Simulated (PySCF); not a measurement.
SMILES C#Cc1ccccc1C=C (C₁₀H₈) (GFN2-xTB optimised geometry):

```
18

C     -0.839    -2.365     0.003
C     -0.287    -1.298     0.003
C      0.408    -0.064     0.001
C      1.802    -0.091     0.001
C      2.524     1.085    -0.001
C      1.856     2.301    -0.003
C      0.475     2.336    -0.002
C     -0.281     1.164     0.000
C     -1.738     1.164     0.000
C     -2.532     2.229     0.000
H     -1.332    -3.291     0.004
H      2.307    -1.047     0.002
H      3.604     1.057    -0.002
H      2.417     3.224    -0.004
H     -0.026     3.291    -0.003
H     -2.184     0.177     0.000
H     -2.162     3.240     0.001
H     -3.604     2.123     0.000
```

Method: CAM-B3LYP/def2-SVP in PySCF.

**Question.** What are the frontier orbital energies and the dipole moment?

**Answer.** HOMO-2 -9.36 eV, HOMO-1 -8.24 eV, HOMO -7.64 eV, LUMO -0.15 eV, LUMO+1 0.44 eV; dipole moment 0.56 D.

Meta-Löwdin charges at CAM-B3LYP/def2-SVP: C1 -0.20, C2 -0.03, C3 -0.01, C4 -0.09, C5 -0.10, C6 -0.09, C7 -0.10, C8 0.02, C9 -0.09, C10 -0.22, H11 0.16, H12 0.11, H13 0.11, H14 0.11, H15 0.10, H16 0.11, H17 0.10, H18 0.11.
